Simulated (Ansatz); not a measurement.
Consider the substitution at a C–C bond: `C/C=C/CCC` + HI → `CCCI` + propene.

Calculated with Ansatz (gas phase, PBE0-D4/def2-TZVP geometries, no zero-point term in ΔE). CCSD(T)/CBS adds triple-zeta CCSD(T) − MP2 to the extrapolated MP2 energy (def2 sets, frozen cores). DFT in def2-TZVPP. B3LYP here is the variant with VWN-RPA as its local correlation; programs differ in this. def2 core potentials past Kr. For I outer-core shells are correlated without core-valence functions, which leaves a few kJ/mol of doubt a bond. Each species was taken in one conformer, which may not be the lowest.

```csv
level,ΔE (kJ/mol),difference from CCSD(T)/CBS
PBE-D4,7.9,5.1
r2SCAN-D4,9.1,6.3
PBE0-D4,11.2,8.4
B3LYP-D4,7.0,4.2
ωB97X-V,11.8,9.0
ωB97M-V,10.7,7.9
B2PLYP,5.8,3.0
PBE,6.4,3.6
r2SCAN,7.7,4.9
PBE0,9.8,7.0
B3LYP,5.9,3.1
HF/def2-TZVPP,9.7,6.9
MP2/def2-TZVPP,5.9,3.1
SCS-MP2/def2-TZVPP,5.9,3.1
CCSD/def2-TZVPP,11.1,8.3
CCSD(T)/def2-TZVPP,9.3,6.5
HF/def2-QZVPP,9.4,6.6
MP2/def2-QZVPP,2.1,-0.7
SCS-MP2/def2-QZVPP,2.4,-0.4
HF/CBS(def2),9.4,6.6
MP2/CBS(def2),-0.6,-3.4
CCSD/CBS(def2),4.6,1.8
CCSD(T)/CBS,2.8,0
```

Largest T1 diagnostic among the species: 0.010.

From PBE to PBE0 (25 % exact exchange), in def2-TZVPP and without D4, ΔE moves by +3.4 kJ/mol.
